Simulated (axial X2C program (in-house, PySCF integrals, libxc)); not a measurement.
**Spin–orbit effects down a group: molecules with Li (ions), PBE0**

Computed with an in-house relativistic program for diatomic molecules, spin-free (one-electron X2C) or two-component (2c: spin–orbit coupling with atomic mean-field Coulomb and Gaunt terms, which also bring small scalar terms), in Dyall basis sets with cores contracted in-house; open shells are unrestricted.

Basis sets: As dyall-cv3z, Bi dyall-cv3z, Li dyall-cv3z, N dyall-av3z, P dyall-v3z, Sb dyall-cv3z.

```csv
molecule,spin-free state,Re (Å),ωe (cm⁻¹),De (eV),2c state,Re 2c (Å),ωe 2c (cm⁻¹),De 2c (eV)
LiN⁺,"M_S = 3/2, Λ = 0",2.221,270.7,0.24,Ω = 3/2,2.221,270.7,0.24
LiP⁺,"M_S = 3/2, Λ = 0",2.642,253.1,0.44,Ω = 3/2,2.642,253.1,0.44
LiAs⁺,"M_S = 3/2, Λ = 0",2.739,231.5,0.47,Ω = 3/2,2.739,232.0,0.47
LiSb⁺,"M_S = 3/2, Λ = 0",2.918,226.1,0.56,Ω = 3/2,2.911,228.9,0.56
LiBi⁺,"M_S = 3/2, Λ = 0",2.996,215.0,0.59,Ω = 1/2,2.983,235.6,0.71
```

Work out the shifts from the spin-free to the two-component result.



| molecule | 2c state | ΔRe (Å) | Δωe (cm⁻¹) | ΔDe (eV) |
| --- | --- | --- | --- | --- |
| LiN⁺ | Ω = 3/2 | 0.000 | 0.0 | 0.00 |
| LiP⁺ | Ω = 3/2 | 0.000 | 0.0 | 0.00 |
| LiAs⁺ | Ω = 3/2 | 0.000 | 0.5 | 0.00 |
| LiSb⁺ | Ω = 3/2 | -0.007 | 2.8 | 0.00 |
| LiBi⁺ | Ω = 1/2 | other state | other state | n/a |

Shifts of one unit in the last digit are rounding.

Fragments in 2c: N + Li+, P + Li+, As + Li+, Sb + Li+, Bi + Li+. Each entry is the lowest single determinant of a limited PBE0 search at one distance. De goes to single-determinant-based atoms at the same level (for ions the charge split of lowest energy) and is withheld (n/a) where an atom does not fit its ground term or J level. Main or longest-lived isotopes. One determinant is a doubtful description, or other states lie close, for LiN⁺, LiP⁺, LiAs⁺, LiSb⁺, LiBi⁺; these need not be ground states, and all values refer to the states named. With several unpaired electrons the Ω given is that of one determinant, not necessarily of the lowest component. The functionals have no current term, which raises determinants with orbital currents. The lowest determinant changes configuration between the Hamiltonians for LiBi⁺, so two states are compared there.
